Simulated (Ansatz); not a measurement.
`[BH2][GaH][O]C` + CH₃OH → `C[O][GaH][O]C` + BH₃ at 600 K and 1 bar (cleavage of the Ga–B bond).

Calculated with Ansatz (gas phase, PBE0-D4/def2-TZVP geometries, no zero-point term in ΔE). CBS: MP2 limit from def2 TZ/QZ plus the TZ coupled-cluster correction, frozen cores. This one scheme is used for every species. For Ga outer-core shells are correlated without core-valence functions, which leaves a few kJ/mol of doubt a bond. Scalar relativity is left out up to krypton. One conformer a species, not always the lowest.

| species | CCSD(T)/CBS energy (Eh) | H − E (kJ/mol) | S (J/(mol·K)) |
| --- | --- | --- | --- |
| `[BH2][GaH][O]C` | -2065.53474 | 238.1 | 435.0 |
| CH₃OH | -115.61712 | 163.6 | 277.3 |
| `C[O][GaH][O]C` | -2154.62574 | 304.4 | 480.0 |
| BH₃ | -26.55200 | 91.5 | 217.3 |

H − E and S are ideal-gas, rigid-rotor, harmonic terms from PBE0-D4/def2-TZVP, for one conformer and one mirror image of each species. 1 Eh = 2625.50 kJ/mol, R = 8.31446 J/(mol·K).

Question: By hand: ΔE, ΔH, ΔS and ΔG.

Answer: ΔE = (-2154.62574) + (-26.55200) − (-2065.53474) − (-115.61712) = -0.02588 Eh = -67.9 kJ/mol. Δ(H − E) = 304.4 + 91.5 − 238.1 − 163.6 = -5.8, so ΔH = -73.7 kJ/mol. ΔS = 480.0 + 217.3 − 435.0 − 277.3 = -15.0 J/(mol·K). ΔG = -73.7 − 600 × (-15.0)/1000 = -64.7 kJ/mol.

Question: By hand: the equilibrium constant, and the temperature at which ΔG would vanish if ΔH and ΔS stayed fixed.

Answer: log₁₀ K = −ΔG/(RT ln 10) = 5.6. ΔG = 0 at ΔH/ΔS = 4913 K, far beyond where these terms or the molecules hold.

ΔH outweighs TΔS. A doubt of 5 kJ/mol in ΔE shifts log₁₀ K by 0.4 here. Other conformers and mirror images would add mixing entropy, several J/(mol·K) or more a flexible species. These are equilibria of isolated gas molecules and say nothing of rates. Largest T1 diagnostic: 0.015 (customary marks: 0.02 for closed shells, 0.045 for open ones).
